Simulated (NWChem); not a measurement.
C2H5ClSi; SMILES [SiH3]/C=C\Cl

Computed with NWChem. Medium grid unless said otherwise, to which SCAN and Minnesota functionals are sensitive. Coordinates come from a PBE0/def2-SVP optimisation. Total energies of different functionals are on different scales.

```json
[
 {"level": "B3LYP/def2-SVP", "energy (Ha)": "-828.6239", "highest occupied level (eV)": "-7.28", "orbital gap (eV)": "6.39", "dipole (D)": "1.29"},
 {"level": "PBE/def2-SVP", "energy (Ha)": "-828.1349", "highest occupied level (eV)": "-6.37", "orbital gap (eV)": "4.71", "dipole (D)": "1.23"},
 {"level": "r2SCAN/def2-SVP", "energy (Ha)": "-828.4804", "highest occupied level (eV)": "-6.69", "orbital gap (eV)": "5.10", "dipole (D)": "1.35"},
 {"level": "LRC-wPBEh/def2-SVP", "energy (Ha)": "-828.2400", "highest occupied level (eV)": "-9.44", "orbital gap (eV)": "10.37", "dipole (D)": "1.37"},
 {"level": "MPW1K/def2-SVP", "energy (Ha)": "-828.6008", "highest occupied level (eV)": "-8.48", "orbital gap (eV)": "8.34", "dipole (D)": "1.43"},
 {"level": "PBE0/def2-SVP", "energy (Ha)": "-828.2144", "highest occupied level (eV)": "-7.58", "orbital gap (eV)": "6.82", "dipole (D)": "1.35"},
 {"level": "TPSSh/def2-SVP", "energy (Ha)": "-828.6364", "highest occupied level (eV)": "-6.94", "orbital gap (eV)": "5.75", "dipole (D)": "1.36"},
 {"level": "CAM-B3LYP/def2-SVP", "energy (Ha)": "-828.5523", "highest occupied level (eV)": "-8.81", "orbital gap (eV)": "9.29", "dipole (D)": "1.33"},
 {"level": "BHandHLYP/def2-SVP", "energy (Ha)": "-828.5336", "highest occupied level (eV)": "[?]", "orbital gap (eV)": "[?]", "dipole (D)": "1.40"},
 {"level": "M06/def2-SVP", "energy (Ha)": "-828.4956", "highest occupied level (eV)": "-7.53", "orbital gap (eV)": "6.83", "dipole (D)": "1.21"},
 {"level": "Hartree-Fock/def2-SVP", "energy (Ha)": "-826.7541", "highest occupied level (eV)": "-10.15", "orbital gap (eV)": "13.13", "dipole (D)": "1.58"}
]
```

Complete the blanks.


- BHandHLYP/def2-SVP, highest occupied level (eV): -8.56
- BHandHLYP/def2-SVP, orbital gap (eV): 8.93
